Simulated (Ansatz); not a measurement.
Isolated molecules relaxed with PBE0-D4/def2-TZVP in Ansatz; ΔE leaves out vibrations. CCSD(T)/CBS is the MP2 limit (def2-TZVPP, def2-QZVPP) plus CCSD(T) − MP2 in def2-TZVPP, frozen cores. This one scheme is used for every species. DFT in def2-TZVPP. B3LYP here is the variant with VWN-RPA as its local correlation; programs differ in this. For Se outer-core shells are correlated without core-valence functions, which leaves a few kJ/mol of doubt a bond. Scalar relativity is left out up to krypton. Each species was taken in one conformer, which may not be the lowest.

Reaction (formal exchange of groups at the Se–B bond): `CC[Se]BF` + SiH₄ → `CC[Se][SiH3]` + `BF`

`CC[Se]BF`:

Z-matrix (Å, degrees):
```
C
C 1 1.512
H 1 1.091 2 111.1
H 1 1.094 2 110.1 3 -119.6
H 1 1.092 2 111.4 3 120.6
Se 2 1.965 1 113.0 3 -63.2
H 2 1.090 1 111.8 3 179.1
H 2 1.089 1 112.0 3 57.6
B 6 1.919 2 99.9 1 81.3
F 9 1.327 6 121.3 2 1.1
H 9 1.195 6 119.3 2 -179.4
```

SiH₄:

Cartesian coordinates in Å:
```
Si 0.000 0.000 0.000
H 0.146 -1.448 0.293
H 0.163 0.777 1.254
H -1.347 0.257 -0.569
H 1.038 0.414 -0.978
```

`CC[Se][SiH3]`:

Z-matrix (Å, degrees):
```
C
C 1 1.513
H 1 1.092 2 111.3
H 1 1.093 2 110.1 3 -119.7
H 1 1.092 2 111.3 3 120.6
Se 2 1.972 1 109.7 3 -60.3
H 2 1.090 1 111.4 3 -179.4
H 2 1.090 1 111.4 3 58.9
Si 6 2.265 2 96.7 1 179.4
H 9 1.484 6 106.6 2 -179.8
H 9 1.487 6 111.2 2 60.4
H 9 1.487 6 111.1 2 -60.1
```

`BF`:

Z-matrix (Å, degrees):
```
B
F 1 1.317
H 1 1.197 2 117.8
H 1 1.198 2 117.8 3 -180.0
```

```json
{"species": "`CC[Se]BF`", "B3LYP energy (Eh)": "-2606.27562"}
{"species": "SiH₄", "B3LYP energy (Eh)": "-291.91715"}
{"species": "`CC[Se][SiH3]`", "B3LYP energy (Eh)": "-2772.19438"}
{"species": "`BF`", "B3LYP energy (Eh)": "-125.98849"}
```

(1) Work out ΔE.

Largest T1 diagnostic among the species: 0.013.

Results:

(1) ΔE = (-2772.19438) + (-125.98849) − (-2606.27562) − (-291.91715) = 0.00990 Eh = +26.0 kJ/mol. CCSD(T)/CBS gives +21.9 kJ/mol.

From PBE to PBE0 (25 % exact exchange), in def2-TZVPP and without D4, ΔE moves by −5.2 kJ/mol. In def2-TZVPP, CCSD(T) changes the Hartree–Fock value by +13.5 kJ/mol (the triples alone add +2.2 kJ/mol) and MP2 by +10.2 kJ/mol.
